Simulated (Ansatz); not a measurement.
TaOCl₃, SMILES [O]=[Ta]([Cl])([Cl])[Cl], multiplicity 1.

The structure is a stationary point at r2SCAN-D4/def2-SVP. The multiplicity is an assumed one; no other spin state was optimised. The isomer is the one that the SMILES or the coordinates give; other isomers of the formula were not compared. The def2 effective core potentials stand for the cores of Ta; spin–orbit coupling is left out.

Two levels are set side by side: PBE/def2-TZVPD (Ansatz, a first-principles code) and PBE0/def2-TZVPD (Ansatz). Energy differences of separate SCF runs at the same geometry; the states with an electron removed or added have multiplicity 2 and 2. Differences are taken from unrounded values.

```tsv
quantity	PBE0
vertical ionisation energy (eV)	11.60
vertical electron affinity (eV)	1.19
vertical singlet–triplet gap (eV)	4.90
```

Question: What does PBE give, and how far is it from PBE0? (An estimate is asked for; the answer gives what the named calculation found.)

Answer: 
```tsv
quantity	PBE	PBE minus PBE0
vertical ionisation energy (eV)	11.06	-0.54
vertical electron affinity (eV)	0.93	-0.25
vertical singlet–triplet gap (eV)	4.73	-0.16
```
